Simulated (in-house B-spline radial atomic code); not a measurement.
# Ionising Ag8+ with different functionals

Computed with a B-spline radial code for spherical atoms: four-component Dirac-Coulomb Hamiltonian, Fermi nucleus of rms radius 4.5454 fm, spin-restricted, spherical fractional occupations for the functionals. The ionisation energy is the difference of two self-consistent energies, [Kr] 4d3 → [Kr] 4d2, without Breit or QED terms; ε is the level of the shell that loses the electron (mean over j). The electron is taken from both j subshells in proportion to 2j + 1, so the result is a j average, not the step between ground levels.

Hybrids are left out here: with spherical fractional occupations of an open shell their exact exchange keeps a self-interaction that integer-occupation calculations don't have.

```json
{"method": "LDA VWN5", "rung": "LDA", "ΔSCF (eV)": "145.41", "-ε(4d) (eV)": "135.02"}
{"method": "relativistic LDA", "rung": "LDA", "ΔSCF (eV)": "145.43", "-ε(4d) (eV)": "135.03"}
{"method": "LDA PW92", "rung": "LDA", "ΔSCF (eV)": "145.40", "-ε(4d) (eV)": "135.01"}
{"method": "LDA exchange-only", "rung": "LDA", "ΔSCF (eV)": "143.45", "-ε(4d) (eV)": "133.07"}
{"method": "PBE", "rung": "GGA", "ΔSCF (eV)": "145.23", "-ε(4d) (eV)": "134.84"}
{"method": "PBEsol", "rung": "GGA", "ΔSCF (eV)": "145.19", "-ε(4d) (eV)": "134.80"}
{"method": "BLYP", "rung": "GGA", "ΔSCF (eV)": "145.03", "-ε(4d) (eV)": "134.64"}
{"method": "RPBE", "rung": "GGA", "ΔSCF (eV)": "145.20", "-ε(4d) (eV)": "134.81"}
{"method": "PW91", "rung": "GGA", "ΔSCF (eV)": "145.33", "-ε(4d) (eV)": "134.94"}
{"method": "BP86", "rung": "GGA", "ΔSCF (eV)": "145.28", "-ε(4d) (eV)": "134.89"}
{"method": "AM05", "rung": "GGA", "ΔSCF (eV)": "145.22", "-ε(4d) (eV)": "134.83"}
{"method": "OLYP", "rung": "GGA", "ΔSCF (eV)": "145.75", "-ε(4d) (eV)": "135.33"}
```

Question: How do they compare with the NIST value?

Answer: NIST lists 145 eV ± 2.2 (tabulated theory, ground level to ground level). Errors run from -1.65 to +0.65 eV; all lie within about twice that uncertainty, so the table can't rank the methods.
